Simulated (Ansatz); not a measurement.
Several settings on one geometry of VF3 (that of the charge 0 triplet, r2SCAN-D4/def2-TZVP). Ansatz on 4 threads of Intel Xeon Platinum 8488C on a shared host; times are rough.

```xyz
4

V    -0.035   -0.058    0.000
F     1.710    0.068    0.014
F    -0.749    1.538   -0.024
F    -0.925   -1.549    0.010
```

Totals from different functionals, basis sets or treatments of relativity can't be compared as stabilities.

Scalar relativity in a set contracted without it gives distorted totals.

The spins typed aren't always the lowest for that charge.

**Question.** Give the basis size and estimate the energy, ⟨S²⟩ and time of these runs.

| run | method | charge | state | further keys |
| --- | --- | --- | --- | --- |
| 1 | UKS rPW86-PBE/def2-mTZVP | 0 | triplet | final_grid: {core_spheres: 8, valence_spheres: 7, degree: 23}; pseudopotentials: {relativity: scalar}; scf: {lower_state_search: full} |
| 2 | ROKS RPBE/def2-SVP | 0 | triplet | – |
| 3 | UKS revPBE0/pcseg-2 | -1 | doublet | forces asked |

**Answer.** 
```tsv
run	functions	energy (Eh)	⟨S²⟩	wall time
1	90	-1249.5818	2.01	3 s
2	73	-1243.2389	–	2.3 s
3	146	-1243.6007	1.44	12 s
```

The highest occupied level of an anion often lies above zero with these methods, and sets without diffuse functions describe the outer electron poorly. At UKS revPBE0/pcseg-2 the charge -1 doublet is spin-contaminated (final ⟨S²⟩ up to 1.44, 0.75 for a pure state).
